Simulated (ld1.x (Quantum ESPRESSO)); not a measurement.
Results of a calculation; reference values are marked as such.
Potentials for Si compared

Generated with ld1.x 7.5 (TM, RRKJ, ultrasoft, PAW), atompaw 4.2 or ONCVPSP 4.0.1. The cutoff is in Ry: for ld1.x and atompaw files where the sum of valence levels is converged to 10 mRy in a Bessel basis, for ONCV files where the hardest occupied wave has 1 mHa per electron of residual kinetic energy. The error is the largest all-electron minus pseudo excitation energy over each file’s own four to seven test configurations (ionisations up to +4, promotions, holes and added fractions of an electron), all of which were solved. The labels leave out finer settings (local radius, basis sizes, second energies), which also bear on the numbers. Spin-polarised tests are not counted. The rows are a selection from randomly drawn settings: files with unsolved tests, undetermined cutoffs or missed reference levels are left out.

| potential | cutoff (Ry) | largest error (meV) | bound ghosts |
| --- | --- | --- | --- |
| ultrasoft, PBE, scalar-relativistic, rc 1.65/2.15 (sp), local smoothed, core correction no, reference 3s2 3p1 | 12 | +41 | none |
| TM semilocal, PBEsol, scalar-relativistic, rc 1.50/2.15/1.95 (spd), local s, core correction no, reference 3s2 3p2 | 18 | +81 | none |
| ultrasoft, Wu–Cohen, scalar-relativistic, rc 2.10/2.10 (sp), local smoothed, core correction no, reference 3s2 3p2 | 8 | +48 | none |
| RRKJ, PBE, scalar-relativistic, rc 1.85/1.35 (sp), local s, core correction no, reference 3s2 3p0.5 | 40 | +59 | none |
| TM, PBE, scalar-relativistic, rc 1.35/1.95 (sp), local s, core correction yes, reference 3s2 3p1 | 35 | +36 | none |
| PAW, PBEsol, scalar-relativistic, rc 1.60/1.55 (sp), local smoothed, core correction yes, reference 3s2 3p1.5 | 12 | -60 | none |

Q: Fill in the row for Si: TM, PBE, scalar-relativistic, rc 2.18/2.18 (sp), local p, core correction yes, reference 3s2 3p2.

A: cutoff 12 Ry, largest error +91 meV, bound ghosts: none.

Q: Fill in the row for Si: TM, BLYP, non-relativistic, rc 1.80/1.35/1.50 (spd), local d, core correction yes, reference 3s2 3p2.

A: cutoff 50 Ry, largest error +117 meV, bound ghosts: none.
